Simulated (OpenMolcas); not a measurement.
## A ladder of methods for WCl4O (SMILES O=[W](Cl)(Cl)(Cl)Cl)

WCl4O: 6 atoms, total charge 0, spin state singlet. As SMILES, `O=[W](Cl)(Cl)(Cl)Cl`. Geometry: relaxed at PBE0-D4/def2-TZVP.

```xyz
6

O    -0.0100   -1.7471    0.1865
W    -0.0005   -0.0891    0.0095
Cl    1.9153    0.5679    1.0723
Cl   -1.9100    0.3505   -1.1703
Cl    1.1292    0.2495   -1.9503
Cl   -1.1239    0.6684    1.8523
```

Quantity: the energy change with the O1–W2 bond stretched from 1.668 to 1.918 Å, in eV. The values are calculated.

```tsv
level	kind	program	value (eV)	CPU time (all runs)
HF/def2-SVP (core potential) (restricted)	Hartree–Fock	OpenMolcas	1.97	43 s
SVWN5/def2-SVP (core potential) (restricted)	LDA	OpenMolcas	1.06	84 s
PBE/def2-SVP (core potential) (restricted)	GGA	OpenMolcas	0.90	1.8 min
M06-L/def2-SVP (core potential) (restricted)	meta-GGA	OpenMolcas	1.07	2.3 min
r2SCAN/def2-SVP (core potential) (restricted)	meta-GGA	OpenMolcas	1.08	2.1 min
BHLYP/def2-SVP (core potential) (restricted)	global hybrid	OpenMolcas	1.52	89 s
M06-2X/def2-SVP (core potential) (restricted)	hybrid meta-GGA	OpenMolcas	1.48	2.1 min
B2PLYP/def2-SVP (core potential) (restricted)	double hybrid	OpenMolcas	0.78	84 s
MP2/def2-SVP (core potential) (restricted)	perturbation theory	OpenMolcas	0.62	39 s
```

The first shape isn't each level's own minimum. The values span 0.62 to 1.97 eV. Times are those of the runs behind each value, whatever else they computed, on shared processors of several kinds: orders of magnitude only.
